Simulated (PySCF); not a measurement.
C₇H₁₀N (doublet state).
Geometry (GFN2-xTB, Å), atoms numbered from 1 in this order:
```
atom  x, y, z in Å
N1     2.7655    0.5625   -0.1358
C2     1.9397   -0.5698   -0.5651
C3     0.4876   -0.3652   -0.2517
C4    -0.0528   -0.7861    0.9808
C5    -1.3328   -0.5220    1.3327
C6    -2.2605    0.2422    0.4517
C7    -1.6263    0.6570   -0.8319
C8    -0.3395    0.3639   -1.1315
H9     2.4434    1.4113   -0.5915
H10    2.6609    0.7002    0.8653
H11    2.0911   -0.6892   -1.6418
H12    2.3232   -1.4593   -0.0580
H13    0.5834   -1.3440    1.6554
H14   -1.7283   -0.8633    2.2782
H15   -3.1615   -0.3592    0.2471
H16   -2.6359    1.1311    0.9860
H17   -2.2438    1.2100   -1.5246
H18    0.0778    0.6862   -2.0770
```

The hyperfine couplings belong to this conformer and change with its torsions.

As a line formula: `NCC1=C[CH]CC=C1` [radical].

Method: UKS B3LYP, pcH-1 on C H N, non-relativistic, mean-field spin-orbit, GIAO in PySCF. Geometry: GFN2-xTB, one conformer, isolated molecule. The geometry wasn't refined by DFT: couplings that depend on bond lengths, twists or pyramidal angles can differ widely from those at the functional's own minimum.

Question: How many α and β electrons are there, and what is ⟨S²⟩ of the pure spin state?

Answer: 59 electrons with 2S = 1: 30 α and 29 β; S(S+1) = 0.75.

Mulliken spin populations, one withheld:

| atom | bound to | population |
| --- | --- | --- |
| N1 | C2, H9, H10 | +0.0469 |
| C2 | N1, C3, H11, H12 | -0.0326 |
| C3 | C2, C4, C8 | ? |
| C4 | C3, C5, H13 | -0.2025 |
| C5 | C4, C6, H14 | +0.4207 |
| C6 | C5, C7, H15, H16 | -0.0822 |
| C7 | C6, C8, H17 | +0.4130 |
| C8 | C7, C3, H18 | -0.2002 |
| H9 | N1 | -0.0012 |
| H10 | N1 | -0.0010 |
| H11 | C2 | +0.0054 |
| H12 | C2 | +0.0038 |
| H13 | C4 | +0.0071 |
| H14 | C5 | -0.0192 |
| H15 | C6 | +0.0562 |
| H16 | C6 | +0.0581 |
| H17 | C7 | -0.0188 |
| H18 | C8 | +0.0070 |

Question: What does C3 hold?

Answer: The populations add up to Nα − Nβ = 1, and the others sum to 0.4605, so C3 holds +0.540.

Question: Sum the populations by element and by sign.

Answer: Carbon +0.86, hydrogen +0.10, nitrogen +0.05. The positive populations sum to 1.56, the negative ones to -0.56.

Question: The run gives ⟨S²⟩ = 0.7830. What does that say of the overlap of α and β orbitals, and of the weight of higher spin?

Answer: Σ|⟨iα|jβ⟩|² over occupied orbitals = Nβ − [⟨S²⟩ − S(S+1)] = 29 − 0.0330 = 28.9670. If the quartet state (S + 1) were the only admixture, its weight would be 0.0330/(2S + 2) = 1.10 %.

Question: What Fermi-contact NMR shifts do the couplings of N1, C2, C3, C4/C8, C5/C7, C6, H9/H10 imply at 298 K (Curie law, g = gₑ)?

Answer: δ = a_FC·h·gₑ μB S(S+1)/(3 g_N μN kT), with k/h = 20836.6 MHz/K:

| nuclei | isotope | a_FC (MHz) | g_N | contact shift (ppm) |
| --- | --- | --- | --- | --- |
| N1 | 14N | 3.87 | 0.4038 | +1420 |
| C2 | 13C | -18.22 | 1.4048 | -1920 |
| C3 | 13C | 51.03 | 1.4048 | +5377 |
| C4/C8 | 13C | -36.31 | 1.4048 | -3826 |
| C5/C7 | 13C | 36.18 | 1.4048 | +3812 |
| C6 | 13C | -32.45 | 1.4048 | -3420 |
| H9/H10 | 1H | -4.21 | 5.5857 | -112 |

The shifts go as 1/T: at 348 K they are 0.856 times these. Entries for several nuclei are means.

Nuclei that the bonding pattern makes equivalent are averaged, as if the motion that swaps them (rotation, inversion, ring flip) were fast.

The spin density at the nucleus, in bohr⁻³, is negative for C4/C8 (-0.0323), C6 (-0.0289) and C2 (-0.0162), for instance. A restricted open-shell determinant has no negative spin density anywhere; here it arises because α and β orbitals differ (spin polarisation).

C5, the radical centre as drawn in `NCC1=C[CH]CC=C1`, holds a spin population of +0.42 out of 1.
